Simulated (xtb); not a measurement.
2,2-difluoro-4-methyl-1,3-dioxole (C4H4F2O2), SMILES CC1=COC(F)(F)O1. All values are semi-empirical tight-binding results from xtb (GFN2-xTB unless named), good for trends rather than for accurate numbers. The structure is a stationary point at GFN2-xTB. Other conformers were not sampled.

Optimised geometry:

Bonded distances (Å): C1–C2 1.477, C1–H9 1.085, C1–H10 1.088, C1–H11 1.088, C2–C3 1.328, C2–O8 1.400, C3–O4 1.395, C3–H12 1.067, O4–C5 1.355, C5–F6 1.357, C5–F7 1.356, C5–O8 1.354. Bond angles (°): C2–C1–H9 109.6, C2–C1–H10 109.8, C2–C1–H11 109.9, H9–C1–H10 109.8, H9–C1–H11 109.8, H10–C1–H11 107.9, C1–C2–C3 134.1, C1–C2–O8 117.8, C3–C2–O8 108.0, C2–C3–O4 109.6, C2–C3–H12 134.1, O4–C3–H12 116.3, C3–O4–C5 105.4, O4–C5–F6 110.6, O4–C5–F7 110.6, O4–C5–O8 110.8, F6–C5–F7 103.5, F6–C5–O8 110.5, F7–C5–O8 110.5, C2–O8–C5 106.1.
Charge 0, spin multiplicity 1.

| Property | Result |
|---|---|
| point group as xtb finds it | Cs |
| orbital gap | 4.94 eV |
| dipole moment | 5.05 D |
| zero-point energy | 48.7 kcal/mol |
| G − E(el) at 298.15 K (modified RRHO) | 28.8 kcal/mol |
| static polarisability (D4 model) | 57.1 bohr³ |
| solvation energy, GFN2-xTB/ALPB(water) | -4.9 kcal/mol |
| solvation energy, GFN2-xTB/ALPB(hexane) | -4.2 kcal/mol |

Q: Give the IR lines (harmonic; lines under 4 % of the strongest left out, lines within 3 cm⁻¹ merged). (An estimate is asked for; the answer gives what the named calculation found.)

A: ν (cm⁻¹): 403 (w), 929 (w), 1002 (s), 1035 (w), 1069 (w), 1140 (vs), 1218 (s), 1253 (m), 1388 (w) (against the strongest line: vs over 80 %, s over 45 %, m over 15 %, w over 4 %, vw less)

Computed atomic charges and the Wiberg bond orders between heavy atoms:
charges (e) C1 -0.13, C2 0.12, C3 0.05, O4 -0.28, C5 0.60, F6 -0.22, F7 -0.22, O8 -0.28, H9 0.08, H10 0.09, H11 0.09, H12 0.10. Bond orders C1–C2 1.04, C2–C3 1.78, C3–O4 0.98, O4–C5 1.02, C5–F6 0.91, C5–F7 0.91, C2–O8 0.97, C5–O8 1.02.
